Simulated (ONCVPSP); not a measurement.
# Ti (Z = 22): excitation energies, all-electron against ONCV

| Item | Value |
| --- | --- |
| Element | titanium (Ti) |
| Generator | ONCVPSP 4.0.1 |
| Type | optimised norm-conserving Vanderbilt (ONCV) |
| Functional | PBE |
| Relativity | scalar-relativistic |
| Frozen core | [Ne] |
| Valence charge | 12 |
| Reference configuration | 3s2 3p6 3d1 (charge +3) |
| Partial waves | 3s: rc 1.55 bohr, ncon 5, nbas 9, qcut 7.7 1/bohr, 3 projectors, debl 2.5 Ha; 3p: rc 1.15 bohr, ncon 4, nbas 8, qcut 7.2 1/bohr, 1 projector; 3d: rc 1.20 bohr, ncon 4, nbas 7, qcut 6.9 1/bohr, 1 projector; f scattering state at 0.24 Ha: rc 1.30 bohr, ncon 4, nbas 7, qcut 8.6 1/bohr, 2 projectors, debl 1.6 Ha |
| Local potential | polynomial inside 0.85 bohr (lpopt 5, dvloc0 0 Ha) |
| Core correction | none |

In the s channel the program set the typed energies aside and used -3.493, 0.250, 2.750 Ha.

Energies are relative to the spin-unpolarised reference configuration 3s2 3p6 3d1; without spin polarisation the order of configurations can differ from experiment.

(1) Give the all-electron excitation energy and the error of the potential for: 3s2 3p6 3d2 4s2; 3s2 3p6 3d2 4s1; 3s2 3p6 3d2; 3s2 3p6 3d3.

Levels in the configuration 3s2 3p6 3d2:

| level | all-electron (eV) | pseudo (eV) |
| --- | --- | --- |
| 3s | -78.550 | -78.535 |
| 3p | -54.765 | -54.767 |
| 3d | -19.680 | -19.713 |

## Answers

(1)

```csv
valence configuration,charge,ΔE all-electron (eV),error AE − PS (meV)
3s2 3p6 3d2 4s2,0,-47.867,+15
3s2 3p6 3d2 4s1,+1,-40.520,+19
3s2 3p6 3d2,+2,-26.948,+25
3s2 3p6 3d3,+1,-40.472,+44
```
